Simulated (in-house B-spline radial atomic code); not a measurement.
## B3LYP (VWN-RPA) excitations of the gallium ion Ga⁺

Method: B3LYP (VWN-RPA). Computed with an all-electron radial atomic-structure program (B-spline basis): linear response of the closed shell [Ar] 3d10 4s2 with the functional's adiabatic kernel; scalar-relativistic (spin-free one-electron X2C), finite nucleus, no spin-orbit coupling, no double excitations, S, P, D and F terms only; shells from n = 2 respond. Only terms of natural parity with L up to 3 were computed.

Command:
```bash
python run_td.py task.json out
```
Settings (radii: box in bohr, nucleus in fm):
```
Z                        31
electrons                30
configuration            [Ar] 3d10 4s2
hamiltonian              x2c
method                   b3lyp
box_radius               41.61
rms_radius               3.9973
intervals                75
```

Run time, properties included: 2.5 s on 1 thread of Arm Neoverse N1 (shared host).

The lowest states, in the order of their Tamm-Dancoff energies; the method's threshold (minus the highest occupied level) is 17.231 eV. Labels give the largest channel, * marks a mixed state, and oscillator strengths are full-response dipole values. Measured ¹D terms are left out, since they can mix with doubly excited terms. Semilocal kernels can invert the small singlet-triplet splittings of Rydberg terms. Energies in eV:

```csv
state,full response,Tamm-Dancoff,oscillator strength,measured (J-weighted term)
4s → 4p 3P,6.055,6.171,-,5.987
4s → 4p 1P,8.838,9.213,1.61,8.766
4s → 5s 3S,?,?,-,?
4s → 5s 1S,12.732,12.753,-,13.224
4s → 4d 3D,13.592,13.600,-,14.116
4s → 4d 1D,13.737,13.740,-,-
4s → 5p 3P,?,?,-,?
4s → 5p 1P,14.146,14.193,0.00993,-
4s → 6s 3S,15.160,15.161,-,-
4s → 6s 1S,15.262,15.268,-,-
4s → 5d 3D,15.608,15.610,-,-
```

Question: Where does 4s → 5s 3S lie?

Answer: At 12.366 eV in full response, 12.370 eV in Tamm-Dancoff; measured 12.764 eV.

Question: Where does 4s → 5p 3P lie?

Answer: At 13.950 eV in full response, 13.957 eV in Tamm-Dancoff; measured 14.708 eV.

Question: How large is the singlet-triplet splitting of 4s → 4p (P terms) in Tamm-Dancoff?

Answer: 3.04 eV, from the unrounded values.

Question: What polarisabilities and dispersion coefficient does the method give?

Answer: Dipole 17.49 bohr³, quadrupole 78.03 bohr⁵, C6 88.39 hartree·bohr⁶ for two such species.
